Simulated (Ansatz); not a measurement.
Total energies of TeAs2⁺ (the lowest doublet isomer of a short search) from Ansatz at PBE-D4/def2-TZVP, gas phase (1 Eh = 27.2114 eV = 2625.5 kJ/mol). The reference geometry is relaxed at PBE-D4/def2-TZVP.

| atom | x (Å) | y (Å) | z (Å) |
| --- | --- | --- | --- |
| As1 | 0.119 | 0.841 | -1.097 |
| As2 | -1.281 | -0.516 | 0.130 |
| Te3 | 1.161 | -0.324 | 0.967 |

| state | geometry | energy (Eh) |
| --- | --- | --- |
| charge 1 doublet | reference | -4738.89023 |
| charge 0 singlet | reference | -4739.15742 |
| charge 1 quartet | relaxed at PBE-D4/def2-TZVP | -4738.81354 |

In the def2 sets Te takes a core potential; there is no spin–orbit coupling.

Work out the vertical electron affinity, to the singlet.

E(charge 1 doublet) − E(charge 0 singlet) = -4738.89023 − (-4739.15742) = 0.26719 Eh = 7.27 eV.

Which of the charge 1 states is lowest, and how far above it are the others?

The doublet. quartet: -4738.81354 − (-4738.89023) = 0.07669 Eh = 201.3 kJ/mol.

A triplet lies near this restricted singlet, and broken spin symmetry wasn't tried. 

The structure comes from a short search, and lower isomers may exist.
